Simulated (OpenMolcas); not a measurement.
## Li: CASPT2 settings compared

```
Program             : OpenMolcas
Basis               : ANO-RCC-VDZ [3s2p]
Scalar Hamiltonian  : X2C, point nucleus
Active space        : 1 electron in 8 orbitals (2s 2p 3s 3p)
State averaging     : 2S+1 = 2 even, 1 root; 2S+1 = 2 odd, 3 roots
Spin-orbit coupling : RASSI with atomic mean-field integrals over the reference wave functions, term energies averaged over their components
```

Methods on the same reference wave functions:
A. CASSCF
B. SS-CASPT2, IPEA 0.4 Eh, imaginary shift 0.25 Eh (closed shells correlated: 1s)
C. XMS-CASPT2, IPEA 0.5 Eh, imaginary shift 0.1 Eh (closed shells correlated: 1s)

Energies in cm-1 above 2s 2S 1/2, the measured ground level; measured values from NIST Handbook of Basic Atomic Spectroscopic Data.

```json
{"Level": "2s 2S 1/2", "A": "0.0", "B": "0.0", "C": "0.0", "Measured": "0.0"}
{"Level": "2p 2P* 1/2", "A": "14898", "B": "14883", "C": "14880", "Measured": "14904"}
{"Level": "2p 2P* 3/2", "A": "14898", "B": "14883", "C": "14880", "Measured": "14904"}
```

Deviations, from unrounded energies. A percentage is the sum of absolute deviations over the sum of measured energies, with the sign that they share, or ± where signs differ.

```tsv
Against measurement	Levels	A	B	C
mean absolute deviation (cm-1)	2	5.8	20	24
other configurations (%)	2	-0.0	-0.1	-0.2
```

A lies closest to measurement on these levels and C furthest from it. The largest miss of A in the table is 2p 2P* 3/2, by -6 cm-1. The ranking rests on the paired levels alone, and a cruder setting can come out closer through cancelling errors.

Between B and C no level of the table moves by more than 5 cm-1.

The lowest spin-free term lies below A's lowest term by 0.014 hartree in B, 0.014 hartree in C.

With one active electron outside closed inactive shells, the extra shells (3p 3s) add no correlation to the reference. ANO sets are built for ground and valence states and can reach diffuse excited orbitals poorly. With one active electron the reference holds no correlation, so core polarisation is missing (holds for A). With one active electron, CASPT2 adds the correlation within the correlated inactive shells and between them and that electron, and leaves the splitting within a term as the reference gives it (holds for B; C). Measured partners are found by configuration, term and J. A level has none where our copy of the source lacks it or the pairing is in doubt (some pairs that miss far off the trend of their configuration count as doubtful), and it then counts in no deviation. Levels of configurations outside the active space are missing.

* marks odd parity.
